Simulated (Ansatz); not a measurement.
Computed with Ansatz on PBE0-D4/def2-TZVP structures; ΔE is electronic, products minus reactants. CCSD(T)/CBS is the MP2 limit (def2-TZVPP, def2-QZVPP) plus CCSD(T) − MP2 in def2-TZVPP, frozen cores. This one scheme is used for every species. Functionals use def2-TZVPP. def2 core potentials past Kr. For Sn outer-core shells are correlated without core-valence functions, which leaves a few kJ/mol of doubt a bond. One conformer a species, not always the lowest.

Consider the cleavage of the Sn–Si bond: `S=C[SiH2][SnH3]` + `N[SiH3]` → `[SiH3][NH][SnH3]` + `[SiH3]C=S`.

| level | ΔE (kcal/mol) |
| --- | --- |
| B2PLYP | 6.4 |
| r2SCAN | 8.8 |
| SCS-MP2/def2-TZVPP | 4.2 |
| SCS-MP2/def2-QZVPP | 4.3 |

(1) What does CCSD(T)/CBS give? (Best estimate.)

Largest T1 diagnostic among the species: 0.015.

## Answers

(1) Computed: +6.1 kcal/mol. The listed levels differ from it by 0.3, 2.7, -1.9, -1.8 kcal/mol.

From PBE to PBE0 (25 % exact exchange), in def2-TZVPP and without D4, ΔE moves by −0.8 kcal/mol. In def2-TZVPP, CCSD(T) changes the Hartree–Fock value by +2.5 kcal/mol (the triples alone add +0.2 kcal/mol) and MP2 by +2.6 kcal/mol.
